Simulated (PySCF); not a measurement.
Se(iPr)(OH), SMILES CC(C)[Se]O (C3H8OSe), singlet, PBE0/def2-SVP optimised geometry.

```
13

Se    -0.37    -1.80     0.00
C     -0.62     0.15     0.00
C     -0.01     0.76    -1.25
C     -0.09     0.77     1.28
H     -1.72     0.23    -0.03
H     -0.14     1.86    -1.25
H      1.06     0.54    -1.30
H     -0.48     0.36    -2.16
H     -0.57     0.35     2.17
H     -0.25     1.86     1.28
H      1.00     0.60     1.37
O      1.45    -1.80     0.00
H      1.72    -1.86     0.93
```

Density from PySCF with PBE0/def2-TZVP at that geometry.

Minimum of the electron density along straight lines between bonded atoms, close to the bond critical point (lines longer than 1.1 times the sum of covalent radii, or with two minima, are not listed):

```
bond     length / Å  ρ at the minimum / e bohr⁻³  ∇²ρ there / e bohr⁻⁵  position (fraction from the first atom)
-------  ----------  ---------------------------  --------------------  ---------------------------------------
Se1–C2        1.965                        0.150                 -0.17                                     0.52
C2–C3         1.520                        0.249                 -0.62                                     0.51
C2–C4         1.520                        0.250                 -0.62                                     0.51
C2–H5         1.106                        0.272                 -0.91                                     0.64
C3–H6         1.103                        0.270                 -0.90                                     0.64
C3–H7         1.101                        0.273                 -0.92                                     0.64
C3–H8         1.099                        0.273                 -0.92                                     0.64
C4–H9         1.100                        0.273                 -0.92                                     0.64
C4–H10        1.103                        0.270                 -0.90                                     0.64
C4–H11        1.102                        0.271                 -0.91                                     0.64
Se1–O12       1.817                        0.157                  0.17                                     0.47
O12–H13       0.965                        0.360                 -2.44                                     0.81
```
